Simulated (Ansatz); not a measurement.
Consider the isomerisation: `[SiH3][SiH2]CCl` → `[SiH3]C[SiH2]Cl`.

Isolated molecules relaxed with PBE0-D4/def2-TZVP in Ansatz; ΔE leaves out vibrations. CCSD(T)/CBS is the MP2 limit (def2-TZVPP, def2-QZVPP) plus CCSD(T) − MP2 in def2-TZVPP, frozen cores. Functionals use def2-TZVPP. B3LYP here is the variant with VWN-RPA as its local correlation; programs differ in this. Each species was taken in one conformer, which may not be the lowest.

| level | ΔE (kJ/mol) | difference from CCSD(T)/CBS |
| --- | --- | --- |
| PBE-D4 | -160.7 | 20.0 |
| r2SCAN-D4 | -178.2 | 2.5 |
| PBE0-D4 | -170.3 | 10.4 |
| B3LYP-D4 | -174.0 | 6.7 |
| ωB97X-V | -176.6 | 4.1 |
| ωB97M-V | -185.4 | -4.7 |
| B2PLYP | -180.1 | 0.6 |
| PBE | -159.8 | 20.9 |
| r2SCAN | -178.1 | 2.6 |
| PBE0 | -169.6 | 11.1 |
| B3LYP | -172.6 | 8.1 |
| HF/def2-TZVPP | -190.3 | -9.6 |
| MP2/def2-TZVPP | -192.2 | -11.5 |
| SCS-MP2/def2-TZVPP | -187.4 | -6.7 |
| CCSD/def2-TZVPP | -181.1 | -0.4 |
| CCSD(T)/def2-TZVPP | -178.9 | 1.8 |
| HF/def2-QZVPP | -191.0 | -10.3 |
| MP2/def2-QZVPP | -193.5 | -12.8 |
| SCS-MP2/def2-QZVPP | -188.9 | -8.2 |
| HF/CBS(def2) | -191.1 | -10.4 |
| MP2/CBS(def2) | -194.0 | -13.3 |
| CCSD/CBS(def2) | -182.9 | -2.2 |
| CCSD(T)/CBS | -180.7 | 0 |

Largest T1 diagnostic among the species: 0.011.

From PBE to PBE0 (25 % exact exchange), in def2-TZVPP and without D4, ΔE moves by −9.8 kJ/mol.
